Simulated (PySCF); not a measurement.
Which determinant of InI lies lowest?

Unrestricted PBE0; In cc-pVTZ-PP with ECP28, I cc-pVTZ-PP with ECP28; scalar-relativistic core potentials (PySCF 2.14). Outer shells of the fragments: In 4d10 5s2 5p1; I 4d10 5s2 5p5.

Followed along the bond (rough minima from three points):

| 2Ms+1 | unpaired | ⟨S²⟩ at the start | R at minimum (Å) | Te (eV) |
| --- | --- | --- | --- | --- |
| 1 | none | 0.00 | 2.78 | 0.00 |
| 3 | σ ↑, π ↑ | 2.01 | 2.75 | 3.03 |

Solutions found at the starting distance of 2.700 Å, counted from the lowest of them; the search is not exhaustive and high or unbound solutions are not listed, so other states can lie among these:

| 2Ms+1 | unpaired | term | E (eV) | ⟨S²⟩ | ⟨Lz²⟩ | μ (D) |
| --- | --- | --- | --- | --- | --- | --- |
| 1 | none | ¹Σ⁺ | 0.00 | 0.00 | 0.00 | -2.96 |
| 3 | σ ↑, π ↑ | ³Π | 3.01 | 2.01 | 1.00 | -1.21 |
| 1 | σ ↑, π ↓ | mixed | 3.37 | 1.01 | 1.01 | -0.71 |
| 3 | π ↑↑ | mixed | 4.31 | 2.01 | 2.01 | 3.09 |
| 3 | π ↑↑ | mixed | 4.46 | 2.01 | 2.02 | 3.19 |
| 3 | σ ↑↑ | ³Σ⁺ | 4.79 | 2.00 | 0.00 | 0.11 |
| 3 | σ ↑, π ↑ | ³Π | 6.00 | 2.01 | 1.01 | 3.80 |

A term symbol is given only where ⟨S²⟩ and ⟨Lz²⟩ are close to those of a pure state; real π, δ and φ orbitals otherwise mix terms. A positive dipole means In(−)I(+).

Spin–orbit coupling is left out. Counting both spins, an empty level lies below a filled one in some of these solutions, because spin and occupation are held.
